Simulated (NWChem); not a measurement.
System: 1,3-cyclohexadiene (C₆H₈); SMILES C1CCC=CC=1

```xyz
14

C     -0.0690    -1.4195    -0.1083
C     -0.1111    -0.7229    -1.2571
C      0.1111     0.7229    -1.2571
C      0.0690     1.4195    -0.1083
C     -0.2426     0.7242     1.1873
C      0.2426    -0.7242     1.1873
H     -0.1982    -2.5061    -0.1112
H     -0.2895    -1.2303    -2.2093
H      0.2895     1.2303    -2.2093
H      0.1982     2.5061    -0.1112
H     -1.3415     0.7495     1.3372
H      0.1866     1.2708     2.0414
H     -0.1866    -1.2708     2.0414
H      1.3415    -0.7495     1.3372
```
Atoms are numbered in this order, from 1.

The geometry was optimised at PBE0/def2-SVP.

Question: Give the principal values of the shielding tensors (ppm) of C1, C2, C5 from B3LYP/6-31G* (spherical d), GIAO (NWChem), with their diamagnetic and paramagnetic parts as GIAO splits them.

Answer: 
| atom | σ11 | σ22 | σ33 | isotropic | diamagnetic | paramagnetic |
|---|---|---|---|---|---|---|
| C1 | -24.4 | 69.7 | 161.5 | 68.9 | 255.1 | -186.2 |
| C2 | -33.9 | 77.7 | 166.3 | 70.0 | 255.5 | -185.4 |
| C5 | 155.7 | 167.5 | 172.8 | 165.3 | 249.0 | -83.6 |
